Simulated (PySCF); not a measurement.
Electron correlation in Ba⁵¹⁺ (barium, charge +51)

[He] 2s2 2p1, 2P determinant. All numbers are calculated (PySCF 2.14, the non-relativistic Hamiltonian (point nucleus), in an uncontracted even-tempered set (17 s from 26 bohr⁻², ratio 2.2; 10 p from 33 bohr⁻², ratio 2.2; 5 d from 130 bohr⁻², ratio 2.4; 5 f from 190 bohr⁻², ratio 2.4; 4 g from 280 bohr⁻², ratio 2.4)). Frozen: nothing; 5 electrons correlated; the 11 highest virtual orbitals of each spin left out.

MP2 pair energies summed by pair of shells (mhartree):

| pair | energy | share (%) |
| --- | --- | --- |
| 2s-2s | -219.14 | 68.4 |
| 1s-1s | -40.13 | 12.5 |
| 2s-2p | -36.70 | 11.5 |
| 1s-2s | -14.37 | 4.5 |
| 1s-2p | -9.82 | 3.1 |

Total MP2 correlation energy: -320.15 mhartree.

At this charge a non-relativistic calculation is a model, useful for the Z dependence of the correlation energy.
